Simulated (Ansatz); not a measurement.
## Worked example: the barrier

An elementary step of TiNH5OF4, closed shell (TiF₄ ([F][Ti]([F])([F])[F]) + H₂O + NH₃ → TiNH₂F₃ ([NH2][Ti]([F])([F])[F]) + H₂O + HF (still joined by a long Ti–F bond); bonds formed: F2–H8, H6–O9; dative contacts that become bonds: Ti1–N7; bonds broken: H6–N7, H8–O9; bonds weakened to dative contacts: Ti1–F2). “Start” is the structure reached by relaxing down from the saddle towards the reactants; PBE0-D4/def2-TZVP structures. The saddle:

Ti1  (-1.166, -0.646, 0.091)
F2  (0.713, -1.271, 0.722)
F3  (-0.721, -1.390, -1.448)
F4  (-1.785, -1.581, 1.437)
F5  (-2.658, 0.128, -0.441)
H6  (1.143, 0.838, -0.333)
N7  (-0.280, 1.112, 0.337)
H8  (1.476, -0.661, 0.146)
O9  (2.001, 0.250, -0.455)
H10  (-0.857, 1.894, 0.046)
H11  (0.033, 1.296, 1.286)
H12  (2.099, 0.030, -1.388)
(Å)

Program: Ansatz 0.2.0. Basis: def2-TZVPP and def2-QZVPP. Cores are frozen in the correlated methods.

Energies in eV:

| quantity | saddle | start |
| --- | --- | --- |
| Hartree–Fock, triple zeta (X = 3) | -37521.15286 | -37522.76307 |
| Hartree–Fock, quadruple zeta (X = 4) | -37522.21944 | -37523.83705 |
| MP2 correlation, X = 3 | -53.21593 | -52.68513 |
| MP2 correlation, X = 4 | -57.84323 | -57.32153 |
| CCSD(T) correlation, X = 3 | -55.42665 | -54.95743 |

Problem. Work out the barrier at the basis limit: extrapolate Hartree–Fock as E(X) = E∞ + A exp(−7.88 √X) and the MP2 correlation as E(X) = E∞ + B X^−2.97 (the exponents that Neese and Valeev fitted for def2-TZVPP and QZVPP), then add CCSD(T) − MP2 in triple zeta.

Solution. Each step is linear, so take the differences first (saddle − start): Hartree–Fock 1.61021 (X = 3) and 1.61761 (X = 4); MP2 correlation -0.53080 and -0.52170; CCSD(T) correlation -0.46922.
Two points give E∞ = E(4) + w [E(4) − E(3)], with w = 1/(exp(7.88 (2 − √3)) − 1) = 0.1377 for Hartree–Fock and w = 1/((4/3)^2.97 − 1) = 0.7407 for the correlation.
Hartree–Fock: 1.61761 + 0.1377 × 0.00740 = 1.6186 eV.
MP2 correlation: -0.52170 + 0.7407 × 0.00910 = -0.5150 eV.
CCSD(T) − MP2: -0.46922 − (-0.53080) = 0.0616 eV.
Sum: 1.6186 + (-0.5150) + 0.0616 = 1.1652 eV, or 26.87 kcal/mol. Plain CCSD(T) in triple zeta gives 1.1410 eV, so the larger basis shifts the result by 0.0242 eV.

T1 diagnostic: at most 0.021.

The step is the kind of exchange with an N–H group that builds nitride films in atomic layer and chemical vapour deposition.

Labels in which every atom is bracketed show which atoms are joined, not bond orders.

For scale, one of the runs: CCSD(T)/def2-TZVPP, 320 basis functions, launched by `ansatz run in.yaml --threads 4 --pin off --events-out ev --progress --plain --max-ram 66560MiB --backend cuda --devices 0, --max-vram 37GiB`. Time: 31 s of wall clock on 4 CPU threads of an AMD EPYC 7R13 and a share of one NVIDIA H100; the host was shared. Peak host memory: 0.84 GiB.
